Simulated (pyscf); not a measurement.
O=TaH(Cl)–Cl (SMILES [O]=[TaH]([Cl])[Cl]), singlet

Gas-phase minimum from PySCF at ωB97X-D3(BJ)/def2-SVP, one conformer. 

```
Ta
O 1 1.6965
H 1 1.7585 2 100.84
Cl 1 2.2913 2 109.84 3 113.54
Cl 1 2.2914 2 109.88 3 -113.52
```
Charge 0, spin multiplicity 1.

Properties at ωB97X-D3(BJ)/def2-SVP:

| Quantity | Result |
|---|---|
| Harmonic wavenumbers, unscaled | 94, 145, 218, 408, 416, 582, 665, 1062, 1989 cm⁻¹ |
| Zero-point energy | 8.0 kcal/mol |
| Rotational symmetry number | 1 |
| Entropy of this conformer at 298 K and 1 atm, rigid rotor and harmonic oscillator, modes under 100 cm⁻¹ raised to 100 | 341.3 J/(mol K) |
| Dipole moment | 1.67 D |

Single-point totals, which compare only within one level (frozen core for MP2 and CC):

```
level                   total energy (hartree)
----------------------  ----------------------
ωB97X-D3(BJ)/def2-TZVP             -1053.55704
PBE/def2-TZVP                      -1053.09053
r²SCAN/def2-TZVP                   -1053.44420
B3LYP-D3(BJ)/def2-TZVP             -1053.56398
PBE0-D3(BJ)/def2-TZVP              -1053.11085
M06-2X/def2-TZVP                   -1053.33121
ωB97M-D3(BJ)/def2-TZVP             -1053.57446
HF/def2-TZVPP                      -1051.08776
MP2/def2-TZVPP                     -1052.11997
CCSD/def2-TZVPP                    -1052.11817
CCSD(T)/def2-TZVPP                 -1052.17278
```

The CCSD(T) − MP2 part came from Ansatz, without density fitting, on the same reference. The frozen core leaves the outer d or s,p core shells of the metals and heavy elements correlated in the MP2 and CC values, and def2-TZVPP describes them poorly, so these totals are far from the basis limit. Elements past Kr carry the def2 core potentials, without spin-orbit coupling.
